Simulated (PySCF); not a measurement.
C6H12N2Si.
Numbering: `[CH3:1][CH:2]([CH3:3])[c:4]1[n:5][cH:6][cH:7][n:8]1[SiH3:9]` (hydrogens: H10, H11, H12 on C1; H13 on C2; H14, H15, H16 on C3; H17 on C6; H18 on C7; H19, H20, H21 on Si9)

Level of theory: PBE0-D3(BJ)/def2-SVP geometry optimisation, gas phase (PySCF 2.14.0).

**Question.** Give the optimised bond lengths and angles.

**Answer.** 
```tsv
bond	length (pm)
C1–C2, C2–C3	152.8
C2–C4	150.1
C4–N5	130.9
N5–C6	136.9
C6–C7	136.9
C7–N8	138.8
N8–Si9	177.7
C4–N8	137.8
C1–H10 and 5 like bonds	110.0
C2–H13	110.7
C6–H17	109.0
C7–H18	108.8
Si9–H19, Si9–H20, Si9–H21	148.9
```

Bonds in one row agree within 1 pm and their mean is given. A selection of angles:
```tsv
angle	degrees
C1–C2–C3	111.6
C1–C2–C4	110.6
C3–C2–C4	110.2
C2–C4–N5	125.0
C2–C4–N8	123.0
N5–C4–N8	111.9
C4–N5–C6	106.0
N5–C6–C7	110.3
C6–C7–N8	106.0
C7–N8–Si9	126.3
C4–N8–C7	105.7
C4–N8–Si9	128.0
```

Dihedral angles: C1–C2–C4–N5 -43° (synclinal). The mirror-image conformer, all signs reversed, is as good.

Of the pairs four or more bonds apart, Si9···H13 is among the closest relative to their van der Waals radii: 2.76 Å, 84 % of the sum of Bondi's values. The 4 C–C bonds span 1.369 Å (C6–C7, aromatic) to 1.531 Å (C2–C3, drawn single), a spread of 0.162 Å. The 5-membered ring C4–N5–C6–C7–N8 has internal angles of 105.7° to 111.9° (sum 540°, against 540° for a flat polygon); it is planar, 0.00 Å rms from its mean plane, widest ring torsion 0°. The 4 C–N bonds span 1.309 Å (C4–N5, aromatic) to 1.388 Å (C7–N8, aromatic), a spread of 0.079 Å. Si9 (SiH3 silicon) is distorted tetrahedral (angles from 105.6° to 110.7°). N8 (pyrrole-type nitrogen) is planar (angles 128.0°, 126.3° and 105.7°, sum 360.0°, 0.01 Å off the plane of its three neighbours).

Point group: C1 (no symmetry element, even within 0.4 Å). Whether it is a minimum is left open (no frequencies). The numbers are those of one conformer.

Time: 1.9 min of wall time. Hardware: Arm Neoverse V2, one thread, shared host. These figures are those of the optimisation.
